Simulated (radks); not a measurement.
Neutral lutetium inside a hard spherical wall (all orbitals vanish at R), configuration held at [Xe] 4f14 5d1 6s2 and not refilled when levels cross. Method: scalar-relativistic Kohn-Sham, r2SCAN, spin-polarised, spherical densities, finite nucleus; open shells are filled with parallel spins first (spin-orbit coupling, left out, can overturn this in heavy ions); meta-GGA in the generalised Kohn-Sham scheme; Fermi nuclear charge, rms radius 5.37 fm; computed with a radial shooting solver on a logarithmic mesh with Libxc functionals. Eigenvalues in eV for spin up, with the zero of energy where the potential of the charges vanishes at infinity; a dash marks a level that is unbound or too diffuse for the functional's potential to be trusted. A positive occupied level is held by the wall or, in an anion where self-interaction has pushed it up, behind a barrier. The pressure on the wall is -dE/dV.

[
 {"R (bohr)": "free", "E (hartree)": "-14562.9975", "kinetic (hartree)": "15909.141", "e(5p)": "-32.940", "e(4f)": "-9.749", "e(6s)": "-4.965", "e(5d)": "-1.911", "e(6p, empty)": "-1.373", "e(7s, empty)": "-", "pressure (GPa)": "0"},
 {"R (bohr)": "20", "E (hartree)": "-14562.9975", "kinetic (hartree)": "15909.141", "e(5p)": "-32.940", "e(4f)": "-9.748", "e(6s)": "-4.965", "e(5d)": "-1.911", "e(6p, empty)": "-1.373", "e(7s, empty)": "0.168", "pressure (GPa)": "< 0.0001"},
 {"R (bohr)": "10", "E (hartree)": "-14562.9960", "kinetic (hartree)": "15909.155", "e(5p)": "-32.812", "e(4f)": "-9.618", "e(6s)": "-4.881", "e(5d)": "-1.801", "e(6p, empty)": "-1.157", "e(7s, empty)": "2.502", "pressure (GPa)": "0.0357"},
 {"R (bohr)": "8", "E (hartree)": "-14562.9859", "kinetic (hartree)": "15909.225", "e(5p)": "-32.354", "e(4f)": "-9.151", "e(6s)": "-4.542", "e(5d)": "-1.401", "e(6p, empty)": "-0.486", "e(7s, empty)": "5.793", "pressure (GPa)": "0.420"},
 {"R (bohr)": "7", "E (hartree)": "-14562.9657", "kinetic (hartree)": "15909.340", "e(5p)": "-31.752", "e(4f)": "-8.533", "e(6s)": "-4.028", "e(5d)": "-0.859", "e(6p, empty)": "0.439", "e(7s, empty)": "9.389", "pressure (GPa)": "1.52"},
 {"R (bohr)": "6", "E (hartree)": "-14562.9097", "kinetic (hartree)": "15909.605", "e(5p)": "-30.646", "e(4f)": "-7.386", "e(6s)": "-2.878", "e(5d)": "0.196", "e(6p, empty)": "2.393", "e(7s, empty)": "15.992", "pressure (GPa)": "5.79"},
 {"R (bohr)": "5", "E (hartree)": "-14562.7506", "kinetic (hartree)": "15910.242", "e(5p)": "-28.720", "e(4f)": "-5.331", "e(6s)": "-0.157", "e(5d)": "2.250", "e(6p, empty)": "6.764", "e(7s, empty)": "29.016", "pressure (GPa)": "24.5"},
 {"R (bohr)": "3", "E (hartree)": "-14560.1101", "kinetic (hartree)": "15920.027", "e(5p)": "-16.354", "e(4f)": "9.076", "e(6s)": "32.895", "e(5d)": "19.370", "e(6p, empty)": "51.790", "e(7s, empty)": "136.36", "pressure (GPa)": "1160"},
 {"R (bohr)": "2.5", "E (hartree)": "-14556.3184", "kinetic (hartree)": "15933.800", "e(5p)": "-4.366", "e(4f)": "22.337", "e(6s)": "70.491", "e(5d)": "36.440", "e(6p, empty)": "97.175", "e(7s, empty)": "231.47", "pressure (GPa)": "4580"},
 {"R (bohr)": "2", "E (hartree)": "-14544.8272", "kinetic (hartree)": "15972.808", "e(5p)": "25.805", "e(4f)": "51.080", "e(6s)": "163.05", "e(5d)": "77.455", "e(6p, empty)": "202.17", "e(7s, empty)": "436.98", "pressure (GPa)": "23400"},
 {"R (bohr)": "1.5", "E (hartree)": "-14501.0767", "kinetic (hartree)": "16108.832", "e(5p)": "124.37", "e(4f)": "122.59", "e(6s)": "433.80", "e(5d)": "201.01", "e(6p, empty)": "494.35", "e(7s, empty)": "970.59", "pressure (GPa)": "177000"}
]
